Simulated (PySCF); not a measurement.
Computed shifts of a molecule C4H4OSe, PySCF with PBE/pcSseg-1, GIAO, gas phase, equivalent atoms averaged, in ppm (number of nuclei): ¹³C: 154.1 (1), 150.0 (1), 126.5 (1), 118.2 (1). ¹H: 7.89 (1), 7.88 (1), 7.00 (1), 3.56 (1). References: ⁷⁷Se against Me2Se (σ = 1634.8 ppm); ¹³C against TMS (σ = 182.0 ppm); ¹⁷O against H2O (σ = 334.3 ppm); ¹H against TMS (σ = 31.49 ppm), references at their B3LYP-D3(BJ)/def2-TZVP geometries, non-relativistic. Geometry optimised at PBE-D3(BJ)/def2-SVP. Other conformers were not sampled.

Task: Which molecule gave these data?
A. C#C[C@@H]1OC[Se]1
B. [SeH]c1ccoc1
C. Oc1cc[se]c1
D. C1=C[Se]C=CO1

Result: B, [SeH]c1ccoc1
